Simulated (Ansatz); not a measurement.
Two structures of Si4NH12O3F, singlet, reached by relaxing down either side of one saddle point (PBE0-D4/def2-TZVP). Energies are electronic, without zero-point energy. Computed with Ansatz 0.2.0 (basis: def2-TZVPP and def2-QZVPP); correlated methods freeze the cores. Extrapolation: Hartree–Fock as exp(−7.88 √X), correlation as X^−2.97. First:

Si1  (-0.421, -0.158, 0.886)
O2  (-0.525, 1.035, -0.187)
Si3  (0.180, 1.938, -1.359)
O4  (-1.835, -0.313, 1.635)
Si5  (-3.387, 0.208, 1.689)
O6  (-0.025, -1.568, 0.231)
Si7  (0.841, -2.403, -0.877)
F8  (0.647, 0.218, 2.000)
H9  (3.211, 0.819, -0.856)
N10  (2.670, 0.281, -0.191)
H11  (-0.872, 2.851, -1.873)
H12  (1.286, 2.759, -0.804)
H13  (0.677, 1.094, -2.471)
H14  (-4.076, -0.530, 2.774)
H15  (-3.431, 1.666, 1.969)
H16  (-4.063, -0.061, 0.394)
H17  (2.194, -2.718, -0.348)
H18  (0.124, -3.679, -1.124)
H19  (0.961, -1.650, -2.149)
H20  (3.176, -0.581, -0.025)
H21  (2.666, 0.792, 0.684)
(Å)

Second:

```
21
angstrom
Si 0.6730 -0.7826 1.7156
O 0.0992 0.7735 -0.9580
Si -0.1054 1.8681 -2.1635
O -0.8337 -0.2654 1.9063
Si -2.2009 0.3688 1.2500
O 0.8641 -1.8903 0.5721
Si 0.5795 -2.3922 -0.9681
F 1.0988 -1.4591 3.0842
H 0.7745 0.9252 -0.2645
N 1.6731 0.5692 1.3383
H -0.4139 3.2233 -1.6271
H 1.1095 1.9799 -3.0181
H -1.2440 1.3895 -2.9833
H -3.2703 0.2183 2.2678
H -2.0055 1.8114 0.9637
H -2.5828 -0.3585 0.0174
H 1.5291 -1.7356 -1.8984
H 0.8162 -3.8574 -0.9872
H -0.8201 -2.1125 -1.3643
H 2.6458 0.3671 1.1509
H 1.6136 1.3595 1.9661
```

Question: Which bonds change from the first to the second?

Answer: Si₄H₉O₃F ([F][Si]([O][SiH3])([O][SiH3])[O][SiH3]) + NH₃ → Si₃NH₈O₂F ([NH2][Si]([F])([O][SiH3])[O][SiH3]) + SiH₄O ([OH][SiH3]); bonds formed: Si1–N10, O2–H9; bonds broken: Si1–O2, H9–N10.

Question: Give the saddle point's structure and its height above each. (Judge from chemistry; the value comes from the calculation.)

Answer: The calculation gives: 1.458 eV above the first and 0.890 eV above the second (CCSD(T) at an estimated basis limit (MP2 extrapolated from triple and quadruple zeta, plus CCSD(T) − MP2 in triple zeta)).
```
atom    x (Å)    y (Å)    z (Å)
 Si1   0.5407  -0.7080   1.4097
  O2   0.1643   0.6001  -0.4394
 Si3  -0.2319   1.3100  -1.8390
  O4  -0.9307  -0.2420   1.8324
 Si5  -2.1452   0.6404   1.1293
  O6   0.8517  -1.8801   0.3651
 Si7   0.5148  -2.1822  -1.2272
  F8   1.1013  -1.3255   2.7773
  H9   1.3296   1.0534   0.4103
 N10   1.7634   0.6671   1.3260
 H11  -1.2356   2.4005  -1.6468
 H12   0.9729   1.9333  -2.4726
 H13  -0.8075   0.3544  -2.8302
 H14  -3.2835   0.5060   2.0749
 H15  -1.7761   2.0725   1.0414
 H16  -2.5606   0.0981  -0.1843
 H17   1.4051  -1.3995  -2.1167
 H18   0.8086  -3.6258  -1.4124
 H19  -0.9110  -1.9293  -1.5298
 H20   2.7208   0.3479   1.2220
 H21   1.7089   1.3090   2.1101
```

No T1 diagnostic of these runs exceeds 0.013.

Labels in which every atom is bracketed show which atoms are joined, not bond orders.

For scale, one of the runs: CCSD(T)/def2-TZVPP, 491 basis functions, launched by `ansatz run in.yaml --threads 4 --pin off --events-out ev --progress --plain --max-ram 46080MiB --backend cuda --devices 0, --max-vram 37GiB`. Time: 74 s of wall clock on 4 CPU threads of an AMD EPYC 7R13 and a share of one NVIDIA H100; the host was shared. Peak host memory: 1.4 GiB.
